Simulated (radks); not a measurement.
Question: Ionisation of the iodine ion I+, [Kr] 4d10 5s2 5p4, to [Kr] 4d10 5s2 5p3 as the strength of local exchange is varied. All-electron calculation, Dirac Kohn-Sham, Slater X-alpha exchange (alpha = 2/3 is LDA exchange), no correlation, spin-unpolarised, spherical densities, point nucleus; open shells are shared between the two j in proportion to 2j + 1. Program: a radial shooting solver on a logarithmic mesh with Libxc functionals.

| alpha | E(I+) (hartree) | exchange (hartree) | IE (eV) | -e of the level emptied (eV) | <r> of it (bohr) |
|---|---|---|---|---|---|
| 0.667 | -7107.85868 | -170.41314 | 18.803 | 13.926 (5p3/2) | 2.374 |
| 0.74 | -7126.53275 | -189.53350 | 19.680 | 14.735 (5p3/2) | 2.338 |
| 0.774 | -7135.24606 | -198.47040 | 20.096 | 15.119 (5p3/2) | 2.322 |
| 0.928 | -7174.83797 | -239.20005 | 22.027 | 16.913 (5p3/2) | 2.252 |
| 1.03 | -7201.17448 | -266.40277 | 23.353 | 18.152 (5p3/2) | 2.209 |
| x | -7078.53459 | -140.47954 | 17.460 | 12.694 (5p3/2) | 2.434 |

Which alpha was used in the last row?

Answer: alpha = 0.552. NIST Atomic Spectra Database: 19.131 eV (measured). The Delta-SCF value meets it near alpha = 0.69. Spin polarisation and multiplet splitting are left out, so open shells lie too high by an amount that depends on their filling. Sharing an open shell by 2j + 1 raises it above the true ground level by a part of the spin-orbit splitting, which enters the differences from NIST.

Beside tabulated values, note that spin-unpolarised runs miss the spin-polarisation part of the exchange energy of open shells.
